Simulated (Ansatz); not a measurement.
`CCBO[SiH3]` → `BC(O)[SiH2]C`  (isomerisation)

Computed with Ansatz on PBE0-D4/def2-TZVP structures; ΔE is electronic, products minus reactants. CBS: MP2 limit from def2 TZ/QZ plus the TZ coupled-cluster correction, frozen cores. DFT in def2-TZVPP. B3LYP here is the variant with VWN-RPA as its local correlation; programs differ in this. Each species was taken in one conformer, which may not be the lowest.

CCSD(T)/CBS gives +2.88 eV.

(1) Another level gave +2.95 eV. Which?
A. PBE/def2-TZVPP
B. SCS-MP2/def2-TZVPP
C. B3LYP-D4/def2-TZVPP
D. B2PLYP/def2-TZVPP

Largest T1 diagnostic among the species: 0.012.

Answers

(1) D. B2PLYP 2.95, SCS-MP2/def2-TZVPP 2.99, B3LYP-D4 2.84, PBE 2.62 eV.

From PBE to PBE0 (25 % exact exchange), in def2-TZVPP and without D4, ΔE moves by +0.12 eV. The D4 term adds −0.07 eV with B3LYP and −0.04 eV with PBE0; it sums over pairs of atoms, weighted by their polarisabilities, and B3LYP, whose exchange is more repulsive, gets the larger term.
